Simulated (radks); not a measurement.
Results of a calculation; reference values are marked as such.
Species: Pb XII. Configuration: [Xe] 4f14 5d3.

Level of theory: scalar-relativistic Kohn-Sham, PBEsol, spin-polarised, spherical densities, finite nucleus; open shells are filled with parallel spins first (spin-orbit coupling, left out, can overturn this in heavy ions); Fermi nuclear charge, rms radius 5.5012 fm (a radial shooting solver on a logarithmic mesh with Libxc functionals).

Energy parts (hartree):
part                       energy
total                 -20835.2485
kinetic                23534.8813
electron-nucleus      -51505.7686
Hartree                 7509.3908
exchange-correlation    -373.7520

Orbitals (lengths in bohr, moments of r in powers of bohr; r(90%) holds 90 % of the orbital's charge):
| orbital | occ. | eigenvalue (hartree) | <1/r> | r(90%) | <r> | <r^2> |
|---|---|---|---|---|---|---|
| 1s up | 1 | -3242.783 | 101.2 | 0.0294 | 0.01606 | 0.0003576 |
| 1s down | 1 | -3242.783 | 101.2 | 0.0294 | 0.01606 | 0.0003576 |
| 2s up | 1 | -586.0288 | 23.78 | 0.105 | 0.06763 | 0.005425 |
| 2s down | 1 | -586.0123 | 23.78 | 0.105 | 0.06763 | 0.005424 |
| 2p up | 3 | -503.9991 | 20.90 | 0.100 | 0.06144 | 0.004618 |
| 2p down | 3 | -503.9854 | 20.91 | 0.100 | 0.06144 | 0.004618 |
| 3s up | 1 | -146.0870 | 8.816 | 0.256 | 0.1746 | 0.03488 |
| 3s down | 1 | -146.0796 | 8.816 | 0.256 | 0.1746 | 0.03488 |
| 3p up | 3 | -122.5517 | 7.979 | 0.264 | 0.1765 | 0.03612 |
| 3p down | 3 | -122.5437 | 7.979 | 0.264 | 0.1765 | 0.03612 |
| 3d up | 5 | -98.48889 | 7.490 | 0.248 | 0.1599 | 0.02991 |
| 3d down | 5 | -98.47636 | 7.490 | 0.248 | 0.1599 | 0.02991 |
| 4s up | 1 | -38.51671 | 3.801 | 0.550 | 0.3841 | 0.1664 |
| 4s down | 1 | -38.50072 | 3.801 | 0.550 | 0.3841 | 0.1664 |
| 4p up | 3 | -30.78987 | 3.419 | 0.593 | 0.4095 | 0.1905 |
| 4p down | 3 | -30.77436 | 3.418 | 0.593 | 0.4095 | 0.1904 |
| 4d up | 5 | -21.83223 | 3.076 | 0.640 | 0.4300 | 0.2132 |
| 4d down | 5 | -21.81378 | 3.077 | 0.639 | 0.4298 | 0.2130 |
| 4f up | 7 | -11.93044 | 2.693 | 0.711 | 0.4493 | 0.2405 |
| 4f down | 7 | -11.90685 | 2.697 | 0.708 | 0.4482 | 0.2390 |
| 5s up | 1 | -12.09307 | 1.649 | 1.17 | 0.8286 | 0.7655 |
| 5s down | 1 | -11.98932 | 1.658 | 1.16 | 0.8255 | 0.7600 |
| 5p up | 3 | -9.81151 | 1.452 | 1.31 | 0.9212 | 0.9482 |
| 5p down | 3 | -9.68904 | 1.459 | 1.30 | 0.9182 | 0.9428 |
| 5d up | 3 | -7.08590 | 1.215 | 1.54 | 1.075 | 1.299 |
| 5d down | 0 | -6.95055 | 1.217 | 1.55 | 1.075 | 1.300 |
| 6s up | 0 | -5.54154 | 0.8421 | 2.21 | 1.592 | 2.811 |
| 6s down | 0 | -5.44787 | 0.8334 | 2.22 | 1.602 | 2.844 |
| 6p up | 0 | -4.73181 | 0.7522 | 2.46 | 1.771 | 3.483 |
| 6p down | 0 | -4.65286 | 0.7456 | 2.47 | 1.781 | 3.521 |

The highest occupied level is 5d up at -192.82 eV. The electron density at the nucleus is 2.951e+06 e/bohr^3 (large components only). Spin moment in Bohr magnetons: 3. For comparison, the ionisation energy in NIST's Atomic Spectra Database is 203 eV (theoretical). In exact Kohn-Sham theory the highest level is minus the ionisation energy, but local and semilocal functionals leave it too shallow, through self-interaction and a potential that decays too fast; potentials with the right tail come closer.
